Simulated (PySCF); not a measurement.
ClH3PbSi, SMILES [SiH3][Pb][Cl] (connectivity only; charge and spin as stated), neutral, multiplicity 1. Atoms are numbered in the order given.

```xyz
6

Pb     0.5198     0.2258     0.0000
Cl    -1.7709     1.2677     0.0000
Si    -0.6892    -2.2739     0.0000
H     -1.5610    -2.3969     1.2103
H      0.2561    -3.4376     0.0000
H     -1.5610    -2.3969    -1.2103
```

The structure is a stationary point at B3LYP-D3(BJ)/def2-SVP. The def2 effective core potentials stand for the cores of Pb; spin–orbit coupling is left out.

All values below come from HF/def2-TZVPD run with PySCF.

Task: Estimate the frontier levels, gap, dipole moment and polarisability. (Estimate from the structure and the level; the computed values follow.)

Result: 
| Quantity | Value |
|---|---|
| highest occupied level | -8.49 eV |
| lowest empty level | -0.59 eV |
| orbital gap | 7.90 eV |
| dipole moment | 4.43 D |
| quadrupole, principal values (traceless, Buckingham form, about the centre of nuclear charge) | -8.61, -1.42, 10.03 D·Å |
| mean static polarisability | 94.9 bohr³ (14.06 Å³) |
| polarisability, principal values | 67.3, 94.4, 123.0 bohr³ |
